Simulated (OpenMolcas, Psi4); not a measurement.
**CH2NSn (SMILES N#[C][SnH2]): the vertical electron affinity from total energies**

CH2NSn: 5 atoms, total charge 0, spin state doublet. SMILES: `N#[C][SnH2]`. The shape is that of a PBE0-D4/def2-TZVP optimisation.

Both states at this one shape; open shells run unrestricted unless said. 1 Eh = 27.2114 eV.

```
                                                  level     program  doublet CH2NSn (Eh)  singlet CH2NSn− (Eh)
                         UHF/def2-SVPD (core potential)        Psi4          -306.709203           -306.750044
                       UBLYP/def2-SVPD (core potential)  OpenMolcas          -308.140013           -308.214569
UMP2/def2-SVPD (core potential), 6 core orbitals frozen        Psi4          -307.100042           -307.167401
```

Q: Work out the vertical electron affinity, E(N) − E(N+1), at each level.

A: 
1. UHF/def2-SVPD (core potential): -306.709203 − (-306.750044) = 0.040841 Eh = 1.11 eV.
2. UBLYP/def2-SVPD (core potential): -308.140013 − (-308.214569) = 0.074556 Eh = 2.03 eV.
3. UMP2/def2-SVPD (core potential): -307.100042 − (-307.167401) = 0.067359 Eh = 1.83 eV.

No measured value is set beside it here; the levels span 1.11 to 2.03 eV. Hartree–Fock favours the state with fewer electron pairs, since it lacks pair correlation. Spin-orbit coupling, which splits open shells on such heavy atoms by tenths of an eV, is left out.
